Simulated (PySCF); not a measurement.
**4'-aminoacetophenone (SMILES CC(=O)c1ccc(N)cc1)**

Geometry (Å), atoms numbered from 1 in this order:
```xyz
19

C    -3.137    0.650    0.141
C    -2.192   -0.483   -0.188
O    -2.616   -1.536   -0.620
C    -0.737   -0.274    0.029
C     0.143   -1.322   -0.283
C     1.508   -1.197   -0.104
C     2.056    0.000    0.402
N     3.409    0.144    0.547
C     1.177    1.054    0.717
C    -0.190    0.914    0.532
H    -2.896    1.549   -0.446
H    -3.066    0.925    1.205
H    -4.161    0.330   -0.085
H    -0.290   -2.247   -0.673
H     2.174   -2.026   -0.357
H     3.751    0.904    1.117
H     3.985   -0.685    0.535
H     1.582    1.991    1.109
H    -0.839    1.754    0.789
```

The calculation used TDDFT CAM-B3LYP/aug-cc-pVDZ excited states, vertical, gas phase in PySCF 2.14.0. Geometry: PBE0-D3(BJ)/def2-SVP.

**Question.** How strongly do the lowest singlets absorb one photon, and two photons of half the energy?

**Answer.** δ for parallel linear polarisation; σ at the peak of a Lorentzian of half width 0.1 eV, single beam; Ω is circular over linear.
```tsv
state	E (eV)	f	photon λ (nm)	δ (au)	σ (GM)	Ω	main
S1	4.12	0.000	602	0.16	0.00	1.38	HOMO−1→LUMO 0.83
S2	4.73	0.404	524	840	6.89	0.74	HOMO→LUMO 0.91
S3	4.78	0.022	518	13.7	0.12	0.91	HOMO→LUMO+4 0.50, HOMO→LUMO+3 0.22
S4	5.01	0.010	495	121	1.12	1.17	HOMO→LUMO+1 0.90
S5	5.69	0.003	436	11.4	0.14	0.93	HOMO→LUMO+2 0.75
S6	5.84	0.018	425	17.5	0.22	0.79	HOMO→LUMO+3 0.57, HOMO→LUMO+5 0.09
```

Among these, the strongest one-photon state is S2, the strongest two-photon state S2, with a dipole change of 3.4 D (relaxed, norm of the difference vector).
